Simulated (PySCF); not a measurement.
Species: C₈H₁₄.
SMILES with atom numbers: `[CH2:1]1[CH2:2][C@@H:3]2[CH2:4][CH2:5][C@H:6]([CH2:7]1)[CH2:8]2` (hydrogens: H9, H10 on C1; H11, H12 on C2; H13 on C3; H14, H15 on C4; H16, H17 on C5; H18 on C6; H19, H20 on C7; H21, H22 on C8)

Structure optimised with GFN2-xTB, isolated species.

Problem. Give the optimised bond lengths and angles.

Solution. 
```
          bond  length (bohr)
  C1–C2, C1–C7          2.888
  C2–C3, C6–C7          2.892
  C3–C4, C5–C6          2.902
         C4–C5          2.913
  C3–C8, C6–C8          2.884
         C1–H9          2.061
        C1–H10          2.065
C2–H11, C7–H19          2.065
C2–H12, C7–H20          2.065
C3–H13, C6–H18          2.066
C4–H14, C5–H17          2.059
C4–H15, C5–H16          2.061
        C8–H21          2.062
        C8–H22          2.058
```

Bonds in one row agree within 0.02 bohr and their mean is given. A selection of angles:
```
   angle  degrees
C2–C1–C7    111.6
C1–C2–C3    111.3
C2–C3–C4    111.7
C2–C3–C8    108.8
C4–C3–C8    102.5
C3–C4–C5    105.2
C3–C8–C6    100.6
```

Torsions: C7–C1–C2–C3 47° (synclinal); C1–C2–C3–C4 51° (synclinal); C2–C3–C4–C5 -88° (synclinal); C3–C4–C5–C6 0° (synperiplanar); C4–C5–C6–C7 88° (synclinal); C5–C6–C7–C1 -51° (synclinal); C5–C6–C8–C3 46° (synclinal); C2–C1–C7–C6 -47° (synclinal); C2–C3–C8–C6 72° (synclinal).

The 6-membered ring C1–C2–C3–C8–C6–C7 has internal angles of 100.6° to 111.6°; it is puckered, 0.27 Å rms from its mean plane, widest ring torsion 72°. The 5-membered ring C3–C4–C5–C6–C8 has internal angles of 100.6° to 105.2°; it is puckered, 0.21 Å rms from its mean plane, widest ring torsion 47°. Of the pairs four or more bonds apart, C4···H9 is among the closest relative to their van der Waals radii: 2.71 Å, 93 % of the sum of Bondi's values.

Point group: Cs (every atom within 0.08 Å of its image). Whether it is a minimum is left open (no frequencies).

All values are computed, not measured.
